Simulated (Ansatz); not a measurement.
# A barrier at the coupled-cluster level

Start structure (SbH4O2, doublet), relaxed at PBE0-D4/def2-TZVP:

```tsv
atom	x (Å)	y (Å)	z (Å)
H1	0.5932	-1.0889	0.9167
Sb2	0.9046	0.5528	1.2591
O3	-1.0298	0.4340	-1.3919
O4	-1.9938	-0.3951	-1.0865
H5	1.9068	0.7125	-0.1116
H6	2.2452	0.1338	2.2416
H7	-2.6261	-0.3491	-1.8274
```

The step: HO₂ ([O][OH]) + SbH₃ → H₂O₂ ([OH][OH]) + SbH₂; bonds formed: H1–O3; bonds broken: H1–Sb2. Program: Ansatz 0.2.0. Basis: def2-TZVPP and def2-QZVPP. Cores are frozen in the correlated methods; orbitals are unrestricted. Filled d shells of the heavier atoms are correlated. Core potentials replace the inner electrons of the atoms past krypton. The def2 sets are not built for correlating such inner shells, so the correlated values are less sure here. Extrapolation: Hartree–Fock as exp(−7.88 √X), correlation as X^−2.97. Energies below are by CCSD(T) at an estimated basis limit (MP2 extrapolated from triple and quadruple zeta, plus CCSD(T) − MP2 in triple zeta).

(1) What are the electronic barrier and the energy of the step, from the start structure to the end structure? (Judge from chemistry; the value comes from the calculation.)

T1 diagnostic: at most 0.025. ⟨S²⟩ of the unrestricted Hartree–Fock references: 0.76 to 0.80 (a pure state has 0.75). The unrestricted reference is spin-contaminated, which hurts MP2 most.

## Answers

(1) Computed: Barrier 9.00 kcal/mol; step energy -23.57 kcal/mol (downhill); reverse barrier, their difference, 32.57 kcal/mol. Barrier and step energy count from the start structure, the reverse barrier from the end structure.

The saddle point: One imaginary mode of 707i cm⁻¹.
```json
{"pair": "H1–O3", "start (Å)": "3.21", "saddle (Å)": "1.50", "end (Å)": "0.97"}
{"pair": "H1–Sb2", "start (Å)": "1.71", "saddle (Å)": "1.79", "end (Å)": "2.89"}
```

Zero-point energy (harmonic, PBE0-D4): ZPE is 21.88 kcal/mol at the start and 20.78 kcal/mol at the saddle, so the barrier goes from 9.00 to 7.90 kcal/mol.

Labels in which every atom is bracketed show which atoms are joined, not bond orders.

For scale, one of the runs: CCSD(T)/def2-TZVPP, 168 basis functions, launched by `ansatz run in.yaml --threads 4 --pin off --events-out ev --progress --plain --max-ram 9574MiB`. Hardware: 4 CPU threads of a Oxide Virtual Turin-like, shared host. Wall time 2.8 min; peak host memory 4.4 GiB.
